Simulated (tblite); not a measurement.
Isomers of C8H9F. Method: GFN2-xTB as coded in tblite; computed harmonic values from a numerical Hessian at the method's own geometry, unscaled. The method is semi-empirical: single wavenumbers can be off by several per cent or more. One conformer each.

Electronic energies: GFN2-xTB at the same geometries; isomer energies are rough at this level and their order can be wrong.

```tsv
SMILES	electronic energy, lowest = 0 (kJ/mol)
FC1=CC2(C=C1)CCC2	0.0
FC1=CC=CC12CCC2	0.0
CC1=C[C@@]2(C=C1)C[C@H]2F	13.4
```

Task: How do GFN2-xTB zero-point energies change the relative energies?

Result: 
| SMILES | ZPE (kJ/mol) | of it from modes above 1550 cm⁻¹ | electronic (kJ/mol) | with ZPE, lowest = 0 (kJ/mol) | lowest mode (cm⁻¹) | rings |
| --- | --- | --- | --- | --- | --- | --- |
| FC1=CC2(C=C1)CCC2 | 382.8 | 184.4 | 0.0 | 0.0 | 69 | 2 |
| FC1=CC=CC12CCC2 | 383.0 | 184.3 | 0.0 | 0.2 | 74 | 2 |
| CC1=C[C@@]2(C=C1)C[C@H]2F | 377.2 | 185.2 | 13.4 | 7.8 | 88 | 2 |

The zero-point energies span 5.8 kJ/mol, from `CC1=C[C@@]2(C=C1)C[C@H]2F` to `FC1=CC=CC12CCC2`. The order is unchanged.

Task: What do entropy and thermal enthalpy add at 298.15 K and 1 bar (rigid rotor, harmonic oscillator, one conformer each)?

Result: 
| SMILES | point group | symmetry number | S (J/(mol K)) | H − H(0) (kJ/mol) | ZPE + H − H(0) − TS (kJ/mol) |
| --- | --- | --- | --- | --- | --- |
| FC1=CC2(C=C1)CCC2 | Cs | 1 | 365.4 | 22.91 | 296.7 |
| FC1=CC=CC12CCC2 | Cs | 1 | 365.3 | 23.03 | 297.1 |
| CC1=C[C@@]2(C=C1)C[C@H]2F | C1 | 1 | 376.4 | 24.74 | 289.7 |
